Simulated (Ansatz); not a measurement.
`S[SiH2][TeH]` → `[SiH]S` + H₂Te at 400 K and 1 bar (silylene formation by 1,1-elimination).

Computed with Ansatz on PBE0-D4/def2-TZVP structures; ΔE is electronic, products minus reactants. CCSD(T)/CBS is the MP2 limit (def2-TZVPP, def2-QZVPP) plus CCSD(T) − MP2 in def2-TZVPP, frozen cores. This one scheme is used for every species. Elements past krypton have def2 core potentials. For Te outer-core shells are correlated without core-valence functions, which leaves a few kJ/mol of doubt a bond. One conformer a species, not always the lowest.

| species | CCSD(T)/CBS energy (Eh) | H − E (kJ/mol) | S (J/(mol·K)) |
| --- | --- | --- | --- |
| `S[SiH2][TeH]` | -957.02579 | 117.1 | 371.9 |
| `[SiH]S` | -688.02937 | 61.1 | 271.5 |
| H₂Te | -268.91024 | 45.0 | 239.1 |

H − E and S are ideal-gas, rigid-rotor, harmonic terms from PBE0-D4/def2-TZVP, for one conformer and one mirror image of each species. 1 Eh = 2625.50 kJ/mol, R = 8.31446 J/(mol·K).

Problem. By hand: ΔE, ΔH, ΔS and ΔG.

Solution. ΔE = (-688.02937) + (-268.91024) − (-957.02579) = 0.08618 Eh = 226.3 kJ/mol. Δ(H − E) = 61.1 + 45.0 − 117.1 = -11.0, so ΔH = 215.3 kJ/mol. ΔS = 271.5 + 239.1 − 371.9 = 138.7 J/(mol·K). ΔG = 215.3 − 400 × (138.7)/1000 = 159.8 kJ/mol.

Problem. By hand: the equilibrium constant, and the temperature at which ΔG would vanish if ΔH and ΔS stayed fixed.

Solution. log₁₀ K = −ΔG/(RT ln 10) = -20.9. ΔG = 0 at ΔH/ΔS = 1552 K.

The number of gas molecules changes by +1, which sets the sign of ΔS. A doubt of 5 kJ/mol in ΔE shifts log₁₀ K by 0.7 here. Other conformers and mirror images would add mixing entropy, several J/(mol·K) or more a flexible species. These are equilibria of isolated gas molecules and say nothing of rates. Largest T1 diagnostic: 0.016 (customary marks: 0.02 for closed shells, 0.045 for open ones).
